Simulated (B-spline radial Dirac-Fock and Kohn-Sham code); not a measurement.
**Cl⁺ 1s: cross section and angular parameters**

System: chlorine as Cl⁺ in the configuration [Ne] 3s2 3p4; threshold 2818.1 eV (orbital energy of the model). These are calculated numbers from a B-spline atomic structure program; the model is Dirac-Hartree-Slater photoionisation with a Latter tail; cross sections with all multipoles, angular parameters from the dipole term and its interference with E2.

| hν (eV) | σ (kb) | β | γ |
| --- | --- | --- | --- |
| 3210 | 65.7 | 2.000 | 0.151 |
| 3790 | 43.0 | 2.000 | 0.460 |
| 4000 | 37.4 | 2.000 | 0.546 |
| 4610 | ? | ? | ? |
| 5720 | 14.5 | 2.000 | 1.051 |
| 6430 | 10.5 | 2.000 | 1.210 |
| 6830 | 8.91 | 2.000 | 1.292 |
| 6980 | 8.39 | 2.000 | 1.321 |
| 8047.8 | 5.64 | 2.000 | 1.518 |
| 9251.7 | 3.80 | 2.000 | 1.717 |
| 9510 | 3.51 | 2.000 | 1.758 |
| 15000 | 0.933 | 1.999 | 2.464 |

Problem. Give the values at 4610 eV.

Solution. σ = 25.8 kb, β = 2.000, γ = 0.754. For an s subshell δ is negligible.
